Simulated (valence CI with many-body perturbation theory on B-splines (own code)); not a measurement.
**E1 line list for Bi⁷⁵⁺**

Computed by relativistic CI+MBPT: six valence electrons over a frozen Dirac-Fock core [He], a basis of 9 s, 9 p, 8 d, 6 f, 3 g, 1 h functions for each j, with the one-electron correlation potential Σ1, the two-electron term Σ2, the three-electron term Σ3, Breit, model QED; selected CI, second order for the rest, scaled by the run's own slope (own B-spline code, finite nucleus).

No measured spectrum was set against this ion. As an estimate, large intervals hold to a few tenths of a per cent, small ones and those within an open d or f shell to about a per cent. Among the levels kept, up to 1900 cm⁻¹ of a level comes from second order outside the variational space, and about a tenth of that is noise between levels of different J, which matters for small intervals.

Lines 101 to 150 of 222 in falling wavelength, among levels below 1030.8 Ry, chosen from the strongest by gf and those to the six lowest levels. Wavelengths and rates use the calculated energies. Electric multipoles are in the length gauge with retardation, E1 and E2 with the static RPA response of the core. Weak lines are less certain than strong ones. Lines between different terms over intervals too small for the method are left out, as are lines whose strength nearly cancels. The highest levels of a list are the least certain.

Levels are named by their leading jj configuration (3d3/2^4 stands for four electrons in 3d with j = 3/2), which in mixed levels can hold well under half, so a name can repeat and another be missing. Letters in brackets count levels of one name in rising energy.

| λ vac (nm) | Upper | Lower | A (s⁻¹) | S (a.u.) |
| --- | --- | --- | --- | --- |
| 0.4791 | (2s^2 2p1/2 2p3/2^2 3p1/2) J=2 [b] | (2s^2 2p1/2^2 2p3/2 3s) J=1 | 1.54e+11 | 4.18e-05 |
| 0.4772 | (2s^2 2p1/2 2p3/2^2 3p1/2) J=2 [b] | (2s^2 2p1/2^2 2p3/2 3s) J=2 | 8.37e+10 | 2.25e-05 |
| 0.4662 | (2s^2 2p1/2 2p3/2^2 3p1/2) J=0 | (2s^2 2p1/2^2 2p3/2 3s) J=1 | 3.19e+11 | 1.60e-05 |
| 0.4425 | (2s 2p1/2^2 2p3/2^2 3s) J=3 | (2s^2 2p1/2^2 2p3/2 3s) J=2 | 9.64e+12 | 2.89e-03 |
| 0.4413 | (2s 2p1/2^2 2p3/2^2 3p1/2) J=2 [a] | (2s^2 2p1/2^2 2p3/2 3p1/2) J=2 | 1.07e+12 | 2.27e-04 |
| 0.4413 | (2s 2p1/2^2 2p3/2^2 3p1/2) J=3 | (2s^2 2p1/2^2 2p3/2 3p1/2) J=2 | 9.37e+12 | 2.78e-03 |
| 0.4412 | (2s 2p1/2^2 2p3/2^2 3p1/2) J=2 [a] | (2s^2 2p1/2^2 2p3/2 3p1/2) J=1 | 8.50e+12 | 1.80e-03 |
| 0.4386 | (2s 2p1/2^2 2p3/2^2 3s) J=2 [a] | (2s^2 2p1/2^2 2p3/2 3s) J=1 | 5.49e+12 | 1.14e-03 |
| 0.4369 | (2s 2p1/2^2 2p3/2^2 3s) J=2 [a] | (2s^2 2p1/2^2 2p3/2 3s) J=2 | 5.64e+12 | 1.16e-03 |
| 0.4297 | (2s 2p1/2^2 2p3/2^3) J=2 | (2s^2 2p1/2^2 2p3/2^2) J=2 | 3.08e+13 | 6.04e-03 |
| 0.4275 | (2s 2p1/2 2p3/2^4) J=0 | (2s^2 2p1/2 2p3/2^3) J=1 | 6.17e+13 | 2.38e-03 |
| 0.4257 | (2s 2p1/2^2 2p3/2^3) J=1 | (2s^2 2p1/2^2 2p3/2^2) J=0 | 1.99e+13 | 2.28e-03 |
| 0.4244 | (2s 2p1/2^2 2p3/2^2 3s) J=1 [a] | (2s^2 2p1/2^2 2p3/2 3s) J=1 | 4.51e+12 | 5.10e-04 |
| 0.4241 | (2s 2p1/2 2p3/2^4) J=1 | (2s^2 2p1/2 2p3/2^3) J=2 | 5.49e+13 | 6.20e-03 |
| 0.4234 | (2p1/2^2 2p3/2^4) J=0 | (2s 2p1/2^2 2p3/2^3) J=1 | 1.25e+14 | 4.67e-03 |
| 0.4231 | (2s 2p1/2^2 2p3/2^2 3s) J=1 [b] | (2s^2 2p1/2^2 2p3/2 3s) J=1 | 5.44e+13 | 6.10e-03 |
| 0.4229 | (2s 2p1/2^2 2p3/2^2 3s) J=1 [a] | (2s^2 2p1/2^2 2p3/2 3s) J=2 | 2.92e+13 | 3.27e-03 |
| 0.4226 | (2s 2p1/2^2 2p3/2^2 3p1/2) J=1 [a] | (2s^2 2p1/2^2 2p3/2 3p1/2) J=2 | 2.89e+13 | 3.23e-03 |
| 0.4225 | (2s 2p1/2^2 2p3/2^2 3p1/2) J=1 [b] | (2s^2 2p1/2^2 2p3/2 3p1/2) J=2 | 9.89e+12 | 1.10e-03 |
| 0.4224 | (2s 2p1/2^2 2p3/2^2 3p1/2) J=1 [a] | (2s^2 2p1/2^2 2p3/2 3p1/2) J=1 | 4.48e+12 | 5.00e-04 |
| 0.4224 | (2s 2p1/2^2 2p3/2^2 3p1/2) J=1 [b] | (2s^2 2p1/2^2 2p3/2 3p1/2) J=1 | 5.34e+13 | 5.96e-03 |
| 0.4223 | (2s 2p1/2^2 2p3/2^2 3p1/2) J=0 | (2s^2 2p1/2^2 2p3/2 3p1/2) J=1 | 3.30e+13 | 1.23e-03 |
| 0.4223 | (2s 2p1/2^2 2p3/2^2 3p1/2) J=2 [b] | (2s^2 2p1/2^2 2p3/2 3p1/2) J=2 | 5.66e+13 | 1.05e-02 |
| 0.4221 | (2s 2p1/2^2 2p3/2^2 3p1/2) J=2 [b] | (2s^2 2p1/2^2 2p3/2 3p1/2) J=1 | 6.18e+12 | 1.15e-03 |
| 0.4219 | (2s 2p1/2^2 2p3/2^2 3s) J=2 [b] | (2s^2 2p1/2^2 2p3/2 3s) J=1 | 8.43e+12 | 1.56e-03 |
| 0.4216 | (2s 2p1/2^2 2p3/2^2 3s) J=1 [b] | (2s^2 2p1/2^2 2p3/2 3s) J=2 | 9.33e+12 | 1.04e-03 |
| 0.4215 | (2s 2p1/2 2p3/2^4) J=1 | (2s^2 2p1/2 2p3/2^3) J=1 | 1.03e+13 | 1.14e-03 |
| 0.4204 | (2s 2p1/2^2 2p3/2^2 3s) J=2 [b] | (2s^2 2p1/2^2 2p3/2 3s) J=2 | 5.17e+13 | 9.49e-03 |
| 0.4181 | (2s 2p1/2^2 2p3/2^2 3s) J=0 | (2s^2 2p1/2^2 2p3/2 3s) J=1 | 3.14e+13 | 1.13e-03 |
| 0.4154 | (2s 2p1/2^2 2p3/2^3) J=1 | (2s^2 2p1/2^2 2p3/2^2) J=2 | 5.59e+13 | 5.93e-03 |
| 0.2355 | (2s 2p1/2 2p3/2^4) J=1 | (2s^2 2p1/2^2 2p3/2^2) J=0 | 9.20e+08 | 1.78e-08 |
| 0.2323 | (2s 2p1/2 2p3/2^4) J=1 | (2s^2 2p1/2^2 2p3/2^2) J=2 | 1.41e+11 | 2.62e-06 |
| 0.1540 | (2s^2 2p1/2^2 2p3/2 3p1/2) J=1 | (2s 2p1/2^2 2p3/2^3) J=1 | 9.10e+09 | 4.92e-08 |
| 0.1540 | (2s^2 2p1/2^2 2p3/2 3p1/2) J=2 | (2s 2p1/2^2 2p3/2^3) J=1 | 3.62e+10 | 3.26e-07 |
| 0.1521 | (2s^2 2p1/2^2 2p3/2 3p1/2) J=1 | (2s 2p1/2^2 2p3/2^3) J=2 | 5.83e+10 | 3.04e-07 |
| 0.1521 | (2s^2 2p1/2^2 2p3/2 3p1/2) J=2 | (2s 2p1/2^2 2p3/2^3) J=2 | 4.34e+09 | 3.77e-08 |
| 0.1463 | (2s^2 2p1/2^2 2p3/2 3s) J=2 | (2s^2 2p1/2 2p3/2^3) J=2 | 7.17e+09 | 5.54e-08 |
| 0.1461 | (2s^2 2p1/2^2 2p3/2 3s) J=1 | (2s^2 2p1/2 2p3/2^3) J=2 | 3.39e+09 | 1.57e-08 |
| 0.1460 | (2s^2 2p1/2^2 2p3/2 3s) J=2 | (2s^2 2p1/2 2p3/2^3) J=1 | 1.50e+09 | 1.15e-08 |
| 0.1458 | (2s^2 2p1/2^2 2p3/2 3s) J=1 | (2s^2 2p1/2 2p3/2^3) J=1 | 1.13e+10 | 5.21e-08 |
| 0.1419 | (2s^2 2p1/2^2 2p3/2 3p3/2) J=1 | (2s 2p1/2^2 2p3/2^3) J=1 | 9.04e+09 | 3.82e-08 |
| 0.1413 | (2s^2 2p1/2^2 2p3/2 3p3/2) J=2 | (2s 2p1/2^2 2p3/2^3) J=1 | 3.97e+09 | 2.76e-08 |
| 0.1408 | (2s^2 2p1/2^2 2p3/2 3p3/2) J=0 | (2s 2p1/2^2 2p3/2^3) J=1 | 4.28e+11 | 5.90e-07 |
| 0.1403 | (2s^2 2p1/2^2 2p3/2 3p3/2) J=3 | (2s 2p1/2^2 2p3/2^3) J=2 | 4.69e+10 | 4.48e-07 |
| 0.1403 | (2s^2 2p1/2^2 2p3/2 3p3/2) J=1 | (2s 2p1/2^2 2p3/2^3) J=2 | 1.19e+11 | 4.85e-07 |
| 0.1397 | (2s^2 2p1/2^2 2p3/2 3p3/2) J=2 | (2s 2p1/2^2 2p3/2^3) J=2 | 6.75e+10 | 4.54e-07 |
| 0.1312 | (2s^2 2p1/2^2 2p3/2 3d3/2) J=2 | (2s^2 2p1/2 2p3/2^3) J=2 | 2.18e+10 | 1.22e-07 |
| 0.1311 | (2s^2 2p1/2^2 2p3/2 3d3/2) J=3 | (2s^2 2p1/2 2p3/2^3) J=2 | 4.31e+09 | 3.35e-08 |
| 0.1310 | (2s^2 2p1/2^2 2p3/2 3d3/2) J=1 | (2s^2 2p1/2 2p3/2^3) J=2 | 5.38e+10 | 1.79e-07 |
| 0.1310 | (2s^2 2p1/2^2 2p3/2 3d3/2) J=2 | (2s^2 2p1/2 2p3/2^3) J=1 | 8.22e+10 | 4.56e-07 |
